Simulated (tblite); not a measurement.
Species: C7H10NP.
Z-matrix (Å and degrees, GFN2-xTB geometry), rows numbered from 1:
```
C 
C   1  1.4968
C   2  1.4923  1  115.59
P   2  1.6860  1  117.01  3  -179.11
N   4  1.7287  2  103.00  1   176.55
C   5  1.3700  4  124.28  2   125.81
C   6  1.3624  5  108.92  4   173.86
C   7  1.4137  6  107.09  5    -1.15
C   8  1.3621  7  107.18  6     0.35
H   1  1.0907  2  110.49  3   -60.00
H   1  1.0910  2  110.37  3    58.69
H   1  1.0882  2  111.22  3   179.32
H   3  1.0900  2  109.73  1    44.52
H   3  1.0874  2  112.04  1   165.76
H   3  1.0916  2  110.40  1   -73.58
H   6  1.0732  5  120.37  4    -7.47
H   7  1.0722  6  126.57  5   178.85
H   8  1.0725  7  126.42  6  -179.78
H   9  1.0728  5  120.62  4     6.02
```

Calculated harmonic vibrations of the isolated species, GFN2-xTB (tblite), most abundant isotopes, no scaling. Against measured fundamentals such values can be off by several per cent, at times by over 20. One conformer, not necessarily the lowest.

Harmonic wavenumbers (cm⁻¹): 48.1, 86.7, 89.9, 132.9, 172.8, 234.6, 261.5, 306.7, 363.3, 383.4, 510.3, 575.6, 582.2, 742.6, 763.5, 774.3, 817.5, 834.2, 837.7, 913.9, 960.4, 974.4, 999.1, 1046.0, 1060.9, 1077.6, 1090.4, 1188.5, 1220.8, 1230.8, 1321.7, 1327.7, 1396.1, 1400.9, 1406.8, 1457.0, 1465.8, 1471.8, 1477.3, 1491.6, 1560.1, 2973.7, 2978.5, 2995.6, 3005.0, 3027.7, 3040.8, 3146.0, 3148.4, 3160.2, 3170.2.

A = 3443, B = 874.5, C = 774.3 MHz; mass 139.055 u (most abundant isotopes); point group C1, symmetry number 1.

**Question.** What is the zero-point energy?

**Answer.** ½Σν̃ = 33352 cm⁻¹ = 398.97 kJ/mol.

**Question.** What is S at 500 K and 1 bar for an ideal gas of classical rigid rotors and harmonic oscillators?

**Answer.** Translation 181.15, rotation 129.09, vibration 203.58: S = 513.8 J/(mol K).

**Question.** And Cp and H(500 K) − H(0)?

**Answer.** Cp = 237.44 J/(mol K), of which vibrations give 204.18 (their classical limit is 51 R = 424.0); H(500 K) − H(0) = 68.98 kJ/mol without the zero-point energy, 52.35 from vibrations.

**Question.** Blend soft modes into free rotors: weight 1/[1 + (100 cm⁻¹/ν̃)⁴] for the oscillator and the rest for a rotor with moment μB/(μ + B), μ = h/(8π²ν), B = 10⁻⁴⁴ kg m². What vibrational entropy results?

**Answer.** 188.86 J/(mol K) in place of 203.58, which changes −T·S at 500 K by +7.36 kJ/mol.

**Question.** How do the functions run with temperature in this model?

**Answer.** 
| T (K) | S (J/(mol K)) | Cp (J/(mol K)) | H − H(0) (kJ/mol) | G − H(0) (kJ/mol) | ln q(vib) |
| --- | --- | --- | --- | --- | --- |
| 100 | 292.0 | 78.3 | 5.46 | -23.74 | 1.68 |
| 200 | 358.1 | 116.7 | 15.22 | -56.41 | 4.28 |
| 300 | 413.3 | 159.0 | 28.97 | -95.03 | 6.83 |
| 800 | 643.3 | 312.4 | 152.52 | -362.14 | 19.25 |
| 1000 | 716.7 | 344.4 | 218.38 | -498.29 | 23.84 |

q(vib) and H(0) count from the zero-point level.

Hindered rotation and anharmonicity are outside this model. Other conformers, if any are populated, would add a mixing term that is left out. The structure is chiral; the term R ln 2 for an equal mix with its mirror image is left out.

Time: 1.6 s of wall time. Hardware: AMD EPYC 7571, one thread, shared host with 64 logical CPUs at a one-minute load of 24. This covers the Hessian and the dipole derivatives.
